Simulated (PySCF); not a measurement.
Species: C4H14O2Si3.
Numbering: `[SiH3:1][CH2:2][O:3][C:4]1([O:5][SiH3:6])[CH2:7][SiH2:8][CH2:9]1`

Structure used (GFN2-xTB), in Å, numbered top down from 1:
```xyz
23
C4H14O2Si3 angstrom
Si     2.563   -0.812   -1.774
C      1.717   -0.313   -0.146
O      0.442    0.179   -0.545
C     -0.536    0.284    0.455
O     -0.820   -0.959    1.009
Si    -1.256   -2.335    0.270
C     -1.749    0.981   -0.198
Si    -1.284    2.613    0.667
C     -0.195    1.321    1.551
H      3.935   -1.227   -1.461
H      2.576    0.348   -2.665
H      1.829   -1.916   -2.391
H      1.600   -1.160    0.537
H      2.275    0.465    0.390
H     -0.255   -2.811   -0.687
H     -1.352   -3.181    1.451
H     -2.529   -2.183   -0.439
H     -2.674    0.528    0.151
H     -1.714    0.911   -1.282
H     -0.546    3.562   -0.163
H     -2.322    3.252    1.473
H      0.871    1.499    1.664
H     -0.580    0.980    2.510
```

NICS is the negative of the GIAO shielding at a point without a nucleus: at the ring centre (0) and 1 Å above and below it (1); zz is the component along the ring normal. Level: GIAO PBE0/pcSseg-1 (PySCF, non-relativistic, gas phase) on the GFN2-xTB geometry, one conformer.

Ring bond lengths (Å), with Mayer bond orders in brackets: C4–C7 1.544 (0.98), C7–Si8 1.905 (0.93), Si8–C9 1.906 (0.93), C9–C4 1.547 (0.94).

**Question.** Give the NICS values of each ring in ppm.

**Answer.** 
```csv
ring,type,NICS(0),"NICS(1), two faces","NICS(1)zz, two faces",rms pucker (Å),"centre to ring atoms, mean (Å)"
C4–C7–Si8–C9,4-membered ring with Si; formal bonds all single,-1.1,-1.4 / -1.9,4.0 / 2.9,0.10,1.21
```

**Question.** What can be read from them?

**Answer.** 
- C4–C7–Si8–C9: mean NICS(1)zz 3.5 ppm, deshielded. C4, C7, Si8, C9 have four or more neighbours, so the value isn't read as a sign of a π ring current.

**Question.** At the second NICS(1) probe listed for ring C4–C7–Si8–C9, 1 Å off the ring, how large is the induced field along the normal in 14.1 T applied along it?

**Answer.** NICSzz × B0 = 2.9 ppm × 14.1 T = 41 μT, along the applied field.

**Question.** List the ring angles and the Hirshfeld charges of the ring atoms.

**Answer.** 
- C4–C7–Si8–C9: C4 99.8° (+0.154 e), C7 90.1° (-0.182 e), Si8 76.7° (+0.348 e), C9 90.0° (-0.182 e); sum 356.6° against 360° for a flat convex ring.

**Question.** What are the shieldings of the ring atoms and their hydrogens in the same run (means over atoms taken as equivalent)?

**Answer.** 
```tsv
atoms	environment	σ isotropic (ppm)	principal values of the symmetric part, first atom (ppm)
C4	sp3 carbon bearing two oxygens	82.7	67.0, 77.8, 103.4
C7 (×2)	sp3 carbon bound to silicon	161.2	132.3, 143.6, 197.2
Si8	SiH2 silicon	415.0	363.4, 414.9, 466.9
H18 (×2)	methylene hydrogen	29.85	25.7, 29.0, 34.5
H19 (×2)	methylene hydrogen	29.67	26.5, 28.2, 34.8
H20	Si–H hydrogen	27.47	23.8, 26.1, 32.6
H21	Si–H hydrogen	27.34	23.7, 24.9, 33.4
```
